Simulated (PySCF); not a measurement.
Compound: C7H9Cl.
Numbering: `[CH3:1][C@@H:2]1[CH2:3][CH:4]=[CH:5][CH:6]=[C:7]1[Cl:8]` (hydrogens: H9, H10, H11 on C1; H12 on C2; H13, H14 on C3; H15 on C4; H16 on C5; H17 on C6)

The calculation used TDDFT CAM-B3LYP/def2-SVPD, vertical, gas phase, core orbitals frozen in the response (PySCF). The structure is a single GFN2-xTB conformer in the gas phase; no vibrational or solvent corrections.

Computed states:

```tsv
state	E (eV)	f
S1	4.67	0.178
S2	5.92	0.0003
S3	6.38	0.0031
S4	6.75	0.0028
S5	6.83	0.0050
S6	6.90	0.0015
S7	6.99	0.0091
S8	7.10	0.0052
```

Broadening: Gaussians 0.4 eV wide at half height, area fixed by f = 4.319×10⁻⁹ ∫ε dν̃. The cross-section is σ = 3.8235×10⁻²¹ ε cm², given in Mb (10⁻¹⁸ cm²). The width is an assumption, not a result. The curve ends short of the highest state used, and states not computed would add to its high-energy end.

Problem. What does the envelope look like, and where are its maxima?

Solution. 
| λ (nm) | σ (Mb) |
| --- | --- |
| 190.9 | 1.12 |
| 195.8 | 0.84 |
| 200.8 | 0.42 |
| 205.8 | 0.15 |
| 210.7 | 0.08 |
| 215.7 | 0.04 |
| 220.6 | 0.01 |
| 225.6 | 0.00 |
| 230.6 | 0.01 |
| 235.5 | 0.09 |
| 240.5 | 0.72 |
| 245.4 | 3.44 |
| 250.4 | 11.16 |
| 255.4 | 24.75 |
| 260.3 | 38.93 |
| 265.3 | 45.82 |
| 270.2 | 41.37 |
| 275.2 | 29.34 |
| 280.1 | 16.99 |
| 285.1 | 8.04 |
| 290.1 | 3.20 |
| 295.0 | 1.12 |
| 300.0 | 0.33 |
| 304.9 | 0.09 |

Maxima: 266 nm (4.67 eV), ε about 12000, made up of S1 (100%) (ε in L mol⁻¹ cm⁻¹; maxima over ε = 5, shares over 10%). At its high-energy end, 6.50 eV, the curve is still rising (ε about 300, from S3, S4 and S5).

Problem. What would ε be at 4.67 eV, the highest of these maxima, with half the width (0.2 eV)?

Solution. About 24000 L mol⁻¹ cm⁻¹ against 12000, a factor of about 2.00; a lone state at its own centre would give exactly 2.

Problem. On this curve, what absorbance would a 10⁻⁴ mol/L sample give at 222 nm over a 1 cm path?

Solution. 222 nm is 5.585 eV, where ε is about 2.4 L mol⁻¹ cm⁻¹, so A = ε c l ≈ 0.00024 (Beer–Lambert, with the gas-phase spectrum and the assumed width).

Problem. Coming from long wavelengths, where does ε first pass 100 L mol⁻¹ cm⁻¹?

Solution. At about 299 nm (4.14 eV), 0.53 eV below S1.
